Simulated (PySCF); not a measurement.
TiFH3, SMILES [F][TiH3], multiplicity 1. Atoms are numbered in the order given.

```xyz
5

Ti     0.0000     0.0000    -0.4094
F      0.0000     0.0000     1.3218
H     -1.3831    -0.7985    -0.9631
H      1.3831    -0.7985    -0.9631
H      0.0000     1.5970    -0.9631
```

The structure is a stationary point at PBE0-D3(BJ)/def2-TZVP. The spin state was assumed, not searched. The structure was generated by enumeration; whether it is a known compound was not checked.

These are CAM-B3LYP/def2-TZVPD (PySCF) values and carry that method's errors.

ESP charges are fitted to the potential on shells at 1.4 to 2.0 van der Waals radii. Atomic charges (e):

```
atom  meta-Löwdin  ESP fit
----  -----------  -------
Ti1             ?     0.96
F2              ?    -0.30
H3              ?    -0.22
H4              ?    -0.22
H5              ?    -0.22
```

Q: Complete the blanks. (An estimate is asked for; the answer gives what the named calculation found.)

A: 
- Ti1, meta-Löwdin: 1.23
- F2, meta-Löwdin: -0.45
- H3, meta-Löwdin: -0.26
- H4, meta-Löwdin: -0.26
- H5, meta-Löwdin: -0.26
